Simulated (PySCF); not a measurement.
CdCl₂, SMILES [Cd]([Cl])[Cl] (connectivity only; charge and spin as stated), charge -1, multiplicity 2. Atoms are numbered in the order given.

```xyz
3

Cd     0.0000     0.0000     0.5166
Cl     0.0000     2.2376    -0.7293
Cl     0.0000    -2.2376    -0.7293
```
Charge -1, spin multiplicity 2.

The structure is a stationary point at B3LYP-D3(BJ)/def2-SVPD. The multiplicity is an assumed one; other spin states were not compared. The isomer is the one that the SMILES or the coordinates give; other isomers of the formula were not compared. The def2 effective core potentials stand for the cores of Cd; spin–orbit coupling is left out.

Level of theory: B3LYP-D3(BJ)/def2-SVPD run with PySCF.

Frequencies are harmonic and unscaled.

```json
[
 {"mode": "1", "ν (cm⁻¹)": "59", "IR (km/mol)": "5.4", "moving atoms (share of kinetic energy)": "Cl 76 %, Cd 24 %"},
 {"mode": "2", "ν (cm⁻¹)": "216", "IR (km/mol)": "29.1", "moving atoms (share of kinetic energy)": "Cl 85 %, Cd 15 %"},
 {"mode": "3", "ν (cm⁻¹)": "228", "IR (km/mol)": "106.1", "moving atoms (share of kinetic energy)": "Cl 68 %, Cd 32 %"}
]
```
